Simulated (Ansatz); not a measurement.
`C[CH](C)[Al]([F])[F]` → `[F][AlH][F]` + `C=CC` at 500 K and 1 bar (β-hydride elimination).

Computed with Ansatz on PBE0-D4/def2-TZVP structures; ΔE is electronic, products minus reactants. CBS: MP2 limit from def2 TZ/QZ plus the TZ coupled-cluster correction, frozen cores. This one scheme is used for every species. One conformer a species, not always the lowest.

```json
{"species": "`C[CH](C)[Al]([F])[F]`", "CCSD(T)/CBS energy (Eh)": "-560.14242", "H − E (kJ/mol)": "312.0", "S (J/(mol·K))": "459.4"}
{"species": "`[F][AlH][F]`", "CCSD(T)/CBS energy (Eh)": "-442.35155", "H − E (kJ/mol)": "55.5", "S (J/(mol·K))": "295.8"}
{"species": "`C=CC`", "CCSD(T)/CBS energy (Eh)": "-117.74610", "H − E (kJ/mol)": "238.4", "S (J/(mol·K))": "304.6"}
```

H − E and S are ideal-gas, rigid-rotor, harmonic terms from PBE0-D4/def2-TZVP, for one conformer and one mirror image of each species. 1 Eh = 2625.50 kJ/mol, R = 8.31446 J/(mol·K).

**Question.** By hand: ΔE, ΔH, ΔS and ΔG.

**Answer.** ΔE = (-442.35155) + (-117.74610) − (-560.14242) = 0.04477 Eh = 117.5 kJ/mol. Δ(H − E) = 55.5 + 238.4 − 312.0 = -18.1, so ΔH = 99.4 kJ/mol. ΔS = 295.8 + 304.6 − 459.4 = 141.0 J/(mol·K). ΔG = 99.4 − 500 × (141.0)/1000 = 28.9 kJ/mol.

**Question.** By hand: the equilibrium constant, and the temperature at which ΔG would vanish if ΔH and ΔS stayed fixed.

**Answer.** log₁₀ K = −ΔG/(RT ln 10) = -3.0. ΔG = 0 at ΔH/ΔS = 705 K.

The number of gas molecules changes by +1, which sets the sign of ΔS. A doubt of 5 kJ/mol in ΔE shifts log₁₀ K by 0.5 here. Other conformers and mirror images would add mixing entropy, several J/(mol·K) or more a flexible species. Modes under 60 cm⁻¹, often nearly free rotors, make the harmonic entropy too high. These are equilibria of isolated gas molecules and say nothing of rates. Largest T1 diagnostic: 0.013 (customary marks: 0.02 for closed shells, 0.045 for open ones).
